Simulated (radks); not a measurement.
Values are calculated unless marked as measured or tabulated.
Spherical quantum dot in the effective-mass picture: electrons in a hard-walled sphere of radius 1.69, all in effective atomic units (hartree* = m*/eps^2 hartree, bohr* = eps/m* bohr), one dielectric constant everywhere. Level of theory: non-relativistic Kohn-Sham, LDA (Slater exchange, Perdew-Wang correlation), spin-polarised, spherical densities (a radial shooting solver with Libxc functionals). Levels are named by radial order and angular momentum (1s, 1p, 1d, 2s, ...), and open shells are averaged over m.

N = 34, configuration 1s2 1p6 1d10 2s2 1f14. This is the lowest configuration that the search found. Occupied and some empty levels:

level  occupation  eigenvalue (hartree*)  <r> (bohr*)
1s              2                 28.473        1.085
1p              6                 29.510        1.148
1d             10                 31.204        1.196
1f             14                 33.468        1.234
2s              2                 34.213       0.7696
1g              0                 36.252        1.265
2p              0                 37.362       0.8884
2d              0                 41.050       0.9658

Energy (hartree*): total 644.782, kinetic 230.80, external 0, Hartree 449.49, exchange-correlation -35.509. Static polarisability (adiabatic kernel): 1.857 bohr*^3.

Electron density:

r (bohr*)  n(r) (e/bohr*^3)
0.0900                1.884
0.216                 1.744
0.342                 1.532
0.469                 1.326
0.595                 1.236
0.721                 1.373
0.847                 1.796
0.973                 2.429
1.10                  3.004
1.23                  3.116
1.35                  2.469
1.48                  1.256
1.60                 0.2261
